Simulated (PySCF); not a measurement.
C2H4NO, SMILES C[N]C=O, multiplicity 2. Atoms are numbered in the order given.

```xyz
8

C     -1.4431    -0.2912     0.0727
N     -0.2722    -0.3879    -0.7424
C      0.9345    -0.0495    -0.1804
O      1.0617     0.7697     0.7173
H     -2.1949     0.3400    -0.4335
H     -1.9002    -1.2992     0.1293
H     -1.2492     0.0833     1.0920
H      1.8076    -0.5218    -0.6832
```
Charge 0, spin multiplicity 2.

Coordinates come from a B3LYP-D3(BJ)/def2-SVP optimisation. The isomer is the one that the SMILES or the coordinates give; other isomers of the formula were not compared. Other conformers were not sampled.

Method: PySCF with PBE0/def2-TZVPD.

```json
{
  "total_energy": "-208.36926 hartree",
  "α spin, highest occupied and lowest empty level": "-8.17 and -0.40 eV",
  "β spin, highest occupied and lowest empty level": "-7.90 and -4.04 eV",
  "dipole_moment": "2.05 D",
  "quadrupole, principal values (traceless, Buckingham form, about the centre of nuclear charge)": "-7.44, 1.17, 6.27 D·Å",
  "mean_static_polarisability": "39.8 bohr³ (5.90 Å³)",
  "polarisability_principal_values": "29.0, 39.9, 50.7 bohr³",
  "⟨S²⟩": "0.766 (pure state 0.75)"
}
```
